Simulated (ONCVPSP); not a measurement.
An all-electron radial function and its pseudo partner (cobalt (Co))

Columns: radius, all-electron u(r) and pseudo u(r) of the 3s shell (level -103.38 eV) of cobalt in the configuration [Ne] 3s2 3p6 3d7 4s1.5 4p0.5; PBE, scalar-relativistic, ONCV scheme, ONCVPSP 4.0.1.

```json
{"r (bohr)": "0.075", "all-electron": "-0.0220", "pseudo": "0.1636"}
{"r (bohr)": "0.150", "all-electron": "-0.6363", "pseudo": "0.3308"}
{"r (bohr)": "0.225", "all-electron": "-0.5504", "pseudo": "0.5006"}
{"r (bohr)": "0.300", "all-electron": "-0.0920", "pseudo": "0.6671"}
{"r (bohr)": "0.375", "all-electron": "0.4187", "pseudo": "0.8215"}
{"r (bohr)": "0.450", "all-electron": "0.8300", "pseudo": "0.9563"}
{"r (bohr)": "0.525", "all-electron": "1.0987", "pseudo": "1.0651"}
{"r (bohr)": "0.600", "all-electron": "1.2361", "pseudo": "1.1422"}
{"r (bohr)": "0.675", "all-electron": "1.2703", "pseudo": "1.1801"}
{"r (bohr)": "0.750", "all-electron": "1.2337", "pseudo": "1.1737"}
{"r (bohr)": "0.825", "all-electron": "1.1532", "pseudo": "1.1236"}
{"r (bohr)": "0.900", "all-electron": "1.0489", "pseudo": "1.0385"}
{"r (bohr)": "0.975", "all-electron": "0.9351", "pseudo": "0.9327"}
{"r (bohr)": "1.050", "all-electron": "0.8210", "pseudo": "0.8207"}
{"r (bohr)": "1.125", "all-electron": "0.7125", "pseudo": "0.7123"}
{"r (bohr)": "1.200", "all-electron": "0.6126", "pseudo": "0.6125"}
{"r (bohr)": "1.275", "all-electron": "0.5228", "pseudo": "0.5227"}
{"r (bohr)": "1.350", "all-electron": "0.4435", "pseudo": "0.4434"}
{"r (bohr)": "1.425", "all-electron": "0.3744", "pseudo": "0.3743"}
{"r (bohr)": "1.500", "all-electron": "0.3147", "pseudo": "0.3147"}
{"r (bohr)": "1.575", "all-electron": "0.2637", "pseudo": "0.2636"}
{"r (bohr)": "1.650", "all-electron": "0.2202", "pseudo": "0.2202"}
{"r (bohr)": "1.725", "all-electron": "0.1835", "pseudo": "0.1834"}
{"r (bohr)": "1.800", "all-electron": "0.1526", "pseudo": "0.1525"}
{"r (bohr)": "1.875", "all-electron": "0.1266", "pseudo": "0.1266"}
{"r (bohr)": "1.950", "all-electron": "0.1049", "pseudo": "0.1049"}
```

How many radial nodes do the two functions have?

The all-electron 3s function has n − l − 1 = 2 (the table is too coarse to show those close to the nucleus); the pseudo-wave has 0, since the states of the same l below it are removed with the core.

At about which radius was the pseudo-wave matched?

1.20 bohr. The columns agree to 0.0005 from 1.05 bohr on; several derivatives are matched, so the curves merge somewhat inside the radius.

Where does each function peak?

Outermost all-electron maximum near 0.68 bohr, pseudo maximum near 0.68 bohr (to the table’s step).

Is the pseudo-wave norm-conserving?

Yes: the ONCV scheme keeps the norm inside the radius equal to the all-electron one, which fixes the energy derivative of the logarithmic derivative at the level.
